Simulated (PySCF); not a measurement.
C2H5OPSi.
Numbering: `[O:1]=[C:2]=[P:3][CH2:4][SiH3:5]` (hydrogens: H6, H7 on C4; H8, H9, H10 on Si5)

Geometry (PBE0-D3(BJ)/def2-SVP, Å), atoms numbered from 1 in this order:
```xyz
10
C2H5OPSi angstrom
O      2.9332   -0.4922    0.6739
C      2.2034    0.1439    0.0423
P      1.2808    1.1290   -0.9632
C     -0.3655    0.9454   -0.0654
Si    -1.0280   -0.8216   -0.0087
H     -1.0534    1.5656   -0.6637
H     -0.3250    1.4000    0.9367
H     -1.1456   -1.3581   -1.3963
H     -0.0796   -1.6747    0.7698
H     -2.3696   -0.8582    0.6535
```

Linear response at CAM-B3LYP/def2-SVPD (PySCF, frozen core in the response, non-relativistic). Isolated species at its PBE0-D3(BJ)/def2-SVP geometry (one conformer only).

Static isotropic polarisability: 80.30 au (11.90 Å³), principal values 63.9, 81.8, 95.2 au.

**Question.** What is the polarisability at 1064 nm and at the sodium D line?

**Answer.** 81.27 au at 1064 nm (+1.2 %), 83.66 au at 589.3 nm (+4.2 %). The rise at 589.3 nm is 3.45 times that at 1064 nm; a pure ω² law gives 3.26. The lowest singlet lies at 468 nm, shorter than both wavelengths.

**Question.** What is the isotropic C6 coefficient between two such molecules, C6 = (3/π)∫α(iω)² dω?

**Answer.** 2200 au (Eh·bohr⁶) by a ten-point quadrature over imaginary frequencies, which is 1310 eV·Å⁶ or 127 J·nm⁶/mol.

**Question.** Which effective excitation energy ω̄ makes London's formula C6 = (3/4)α²ω̄ exact here?

**Answer.** ω̄ = 4·C6/(3α²) = 0.455 Eh = 12.4 eV. A one-pole form α(ω) = α/(1 − ω²/ω̄²) fitted to the 1064 nm value gives 10.7 eV. London's choice of the ionisation energy (8.63 eV, ΔSCF at the same level) gives C6 = 1530 au, 30 % too low.

**Question.** What three-body coefficient follows from the one-pole estimate C9 = (3/4)·α·C6?

**Answer.** 132000 au. This is an estimate from the two numbers above, not a computed integral.

**Question.** What does −C6/R⁶ come to at R = 12 Å between centres?

**Answer.** -42 J/mol. This is the leading, orientation-averaged term; C8 and higher terms are left out.

**Question.** How many electrons N does the Slater–Kirkwood formula C6 = (3/4)·√N·α^(3/2) need to give this C6?

**Answer.** N = (4·C6/3)²/α³ = 16.6; the species has 54 electrons in all.

**Question.** What n − 1 at the D line would an ideal gas of it have at 273.15 K and 1 atm (2.6868 × 10¹⁹ cm⁻³), by n − 1 = 2π·N·α′?

**Answer.** 20.93 × 10⁻⁴, a formal value whether or not that pressure can be reached.

**Question.** How anisotropic is the static polarisability, by Δα² = ½[(α1 − α2)² + (α2 − α3)² + (α3 − α1)²]?

**Answer.** Δα = 27.2 au, or 0.34 of the isotropic value.
